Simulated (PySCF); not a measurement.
Gas-phase reaction: ZrCl₂(OH)₂ + 2 O = ZrO₂ + H₂O₂ + Cl₂

Energies from PySCF, thermal terms from the rigid-rotor harmonic-oscillator model, ideal gas at 1 bar. † marks an energy on the PBE0/def2-TZVP geometry and frequencies; other levels use their own. MP2 and CCSD(T) freeze the core. Open shells (unrestricted): O (multiplicity 3); the rest are closed-shell singlets. Spin-orbit splitting is ignored; it lowers the true energy and changes the entropy of O. B3LYP is the form with VWN-RPA correlation. Zr: scalar-relativistic def2 core potential, no spin-orbit coupling. ZrCl₂(OH)₂: computed as isolated molecules; such fragments, hydroxides, amides, oligomers or adducts are transient or little studied in the gas. MP2 isn't extrapolated to the basis-set limit. CCSD(T) isn't extrapolated to the basis-set limit. Warning, large T1 diagnostic: ZrO₂ (CCSD(T)/def2-SVP†).

```csv
level,"ΔH°(298 K), kJ"
B3LYP/def2-TZVP†,221
CCSD(T)/def2-SVP†,?
MP2/def2-SVP†,281
MP2/def2-TZVPP†,?
PBE/def2-SVP,?
PBE/def2-TZVP†,?
PBE0/def2-TZVP,232
r2SCAN/def2-TZVP†,225
```

### Question
Fill in the missing entries.

### Answer

- CCSD(T)/def2-SVP†, ΔH°(298 K), kJ: 359
- MP2/def2-TZVPP†, ΔH°(298 K), kJ: 183
- PBE/def2-SVP, ΔH°(298 K), kJ: 138
- PBE/def2-TZVP†, ΔH°(298 K), kJ: 91
